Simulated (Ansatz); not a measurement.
Reaction (ligand exchange at the Si–O bond): `C=C[SiH2]O[SiH2]F` + `CO[SiH](O)F` → `CO[SiH](F)O[SiH2]F` + `C=C[SiH2]O`

Isolated molecules relaxed with PBE0-D4/def2-TZVP in Ansatz; ΔE leaves out vibrations. CCSD(T)/CBS adds triple-zeta CCSD(T) − MP2 to the extrapolated MP2 energy (def2 sets, frozen cores). This one scheme is used for every species. Functionals use def2-TZVPP. B3LYP here is the variant with VWN-RPA as its local correlation; programs differ in this. One conformer a species, not always the lowest.

`C=C[SiH2]O[SiH2]F`:

Cartesian coordinates in Å:
```
C 0.796 -1.302 1.754
C 1.196 -0.047 1.571
Si 0.481 1.062 0.274
O -0.658 0.216 -0.553
Si -1.398 -0.068 -1.960
F -2.438 1.101 -2.266
H 1.224 -1.940 2.521
H 0.016 -1.743 1.140
H 1.980 0.349 2.217
H -0.151 2.258 0.889
H 1.537 1.522 -0.669
H -0.422 -0.082 -3.072
H -2.163 -1.326 -1.845
```

`CO[SiH](O)F`:

Cartesian coordinates in Å:
```
C 0.692 1.431 -0.322
O -0.208 0.559 0.329
Si -0.471 -0.993 -0.069
O -1.379 -1.681 1.082
F 0.947 -1.713 -0.198
H 0.381 1.622 -1.354
H 1.707 1.024 -0.327
H 0.696 2.378 0.219
H -1.157 -1.171 -1.357
H -1.206 -1.458 1.998
```

`CO[SiH](F)O[SiH2]F`:

Cartesian coordinates in Å:
```
C -0.186 0.848 1.885
O -0.937 1.080 0.711
Si -1.397 -0.033 -0.365
F -2.143 0.758 -1.514
O -0.133 -0.820 -1.012
Si 1.394 -0.812 -1.556
F 2.361 -0.386 -0.360
H -0.139 1.784 2.443
H -0.658 0.090 2.519
H 0.832 0.529 1.645
H -2.315 -1.035 0.198
H 1.757 -2.185 -1.957
H 1.564 0.180 -2.637
```

`C=C[SiH2]O`:

Cartesian coordinates in Å:
```
C -0.457 1.094 -1.133
C 0.539 0.757 -0.318
Si 0.398 -0.608 0.934
O -1.024 -1.429 0.769
H -1.416 0.586 -1.096
H -0.364 1.892 -1.866
H 1.477 1.306 -0.394
H 1.566 -1.522 0.777
H 0.392 -0.066 2.315
H -1.110 -2.010 0.013
```

```json
{"level": "PBE-D4", "ΔE (kcal/mol)": "0.8", "difference from CCSD(T)/CBS": "-0.1"}
{"level": "r2SCAN-D4", "ΔE (kcal/mol)": "0.9", "difference from CCSD(T)/CBS": "0.0"}
{"level": "PBE0-D4", "ΔE (kcal/mol)": "0.8", "difference from CCSD(T)/CBS": "-0.1"}
{"level": "B3LYP-D4", "ΔE (kcal/mol)": "0.7", "difference from CCSD(T)/CBS": "-0.2"}
{"level": "ωB97M-V", "ΔE (kcal/mol)": "0.9", "difference from CCSD(T)/CBS": "0.0"}
{"level": "B2PLYP", "ΔE (kcal/mol)": "1.1", "difference from CCSD(T)/CBS": "0.2"}
{"level": "r2SCAN", "ΔE (kcal/mol)": "1.0", "difference from CCSD(T)/CBS": "0.1"}
{"level": "PBE0", "ΔE (kcal/mol)": "1.1", "difference from CCSD(T)/CBS": "0.2"}
{"level": "B3LYP", "ΔE (kcal/mol)": "1.2", "difference from CCSD(T)/CBS": "0.3"}
{"level": "HF/def2-TZVPP", "ΔE (kcal/mol)": "1.2", "difference from CCSD(T)/CBS": "0.3"}
{"level": "MP2/def2-TZVPP", "ΔE (kcal/mol)": "1.0", "difference from CCSD(T)/CBS": "0.1"}
{"level": "SCS-MP2/def2-TZVPP", "ΔE (kcal/mol)": "1.0", "difference from CCSD(T)/CBS": "0.1"}
{"level": "MP2/def2-QZVPP", "ΔE (kcal/mol)": "1.0", "difference from CCSD(T)/CBS": "0.1"}
{"level": "HF/CBS(def2)", "ΔE (kcal/mol)": "1.2", "difference from CCSD(T)/CBS": "0.3"}
{"level": "MP2/CBS(def2)", "ΔE (kcal/mol)": "1.0", "difference from CCSD(T)/CBS": "0.1"}
{"level": "CCSD/CBS(def2)", "ΔE (kcal/mol)": "1.0", "difference from CCSD(T)/CBS": "0.1"}
{"level": "CCSD(T)/CBS", "ΔE (kcal/mol)": "0.9", "difference from CCSD(T)/CBS": "0"}
```

Largest T1 diagnostic among the species: 0.012.
